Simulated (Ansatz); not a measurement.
`N#[As]` at its PBE0-D4/def2-TZVP geometry, where that method's forces vanish. The species carries charge 0 and has multiplicity 1.

```xyz
2

N    -0.5485    0.0716    0.5803
As    0.5485   -0.0716   -0.5803
```

Problem. What forces (eV/Å) does PBE-D4/def2-TZVPP give on these atoms in Ansatz? (An estimate is asked.)

Solution. The calculation gave: 
```
N1  -0.903  0.118  0.955
As2  0.903 -0.118 -0.955
```
